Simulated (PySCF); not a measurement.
Geometry:
```json
{"atom": "C1", "x (Å)": "2.261", "y (Å)": "-0.035", "z (Å)": "-0.143"}
{"atom": "C2", "x (Å)": "1.128", "y (Å)": "0.580", "z (Å)": "0.203"}
{"atom": "C3", "x (Å)": "-0.035", "y (Å)": "-0.055", "z (Å)": "0.900"}
{"atom": "B4", "x (Å)": "-1.262", "y (Å)": "-0.160", "z (Å)": "-0.092"}
{"atom": "O5", "x (Å)": "-1.883", "y (Å)": "0.999", "z (Å)": "-0.461"}
{"atom": "O6", "x (Å)": "-1.629", "y (Å)": "-1.394", "z (Å)": "-0.543"}
{"atom": "H7", "x (Å)": "2.434", "y (Å)": "-1.090", "z (Å)": "0.096"}
{"atom": "H8", "x (Å)": "3.057", "y (Å)": "0.493", "z (Å)": "-0.675"}
{"atom": "H9", "x (Å)": "1.002", "y (Å)": "1.638", "z (Å)": "-0.064"}
{"atom": "H10", "x (Å)": "-0.340", "y (Å)": "0.571", "z (Å)": "1.757"}
{"atom": "H11", "x (Å)": "0.233", "y (Å)": "-1.053", "z (Å)": "1.278"}
{"atom": "H12", "x (Å)": "-2.596", "y (Å)": "0.900", "z (Å)": "-1.099"}
{"atom": "H13", "x (Å)": "-2.361", "y (Å)": "-1.405", "z (Å)": "-1.166"}
```

Geometry: PBE0-D3(BJ)/def2-SVP; GIAO shifts from PySCF, gas phase, non-relativistic, averaged over equivalent atoms.

At LC-wPBE/pcSseg-1 (137 basis functions, 16 s wall time on 1 thread of an Arm Neoverse V2, shared host):
```csv
atoms,δ (ppm)
C2,149.5
C1,125.3
C3,23.6
B4,29.9
O5/O6,117.1
H9,6.17
H7,5.34
H8,5.22
H12/H13,2.95
H10/H11,1.56
```

References, each an isolated molecule treated in the same way: TMS for $^{13}$C (σref 188.56) and $^{1}$H (σref 31.33); BF3·OEt2 for $^{11}$B (σref 101.21); $^{17}$O (σref 338.72) against H2O.

Q: Estimate the result of repeating the calculation with PBE0/pcSseg-2.

A: 
```tsv
atoms	δ at PBE0/pcSseg-2	change
C2	149.9	+0.4
C1	122.4	-2.9
C3	26.3	+2.7
B4	29.1	-0.8
O5/O6	117.9	+0.8
H9	6.33	+0.16
H7	5.25	-0.09
H8	5.12	-0.10
H12/H13	2.63	-0.32
H10/H11	1.80	+0.24
```

δ = σ(ref) − σ, references computed at the same level: $^{13}$C (σref 184.13) and $^{1}$H (σref 31.25) vs TMS; $^{11}$B (σref 99.07) vs BF3·OEt2; $^{17}$O (σref 328.15) against H2O.

The largest change is at C1 (terminal =CH2 carbon). Cost: 314 basis functions, 33 s wall time on 1 thread of an Arm Neoverse V2, shared host. The order of the carbon signals is the same at both levels.

A carbon bonded to boron is broadened by the quadrupolar boron nucleus and is often missing from a measured spectrum. Experimental scales use liquid or dissolved standards, which lie at an offset from isolated H2O (liquid H2O: subtract about 36 ppm).
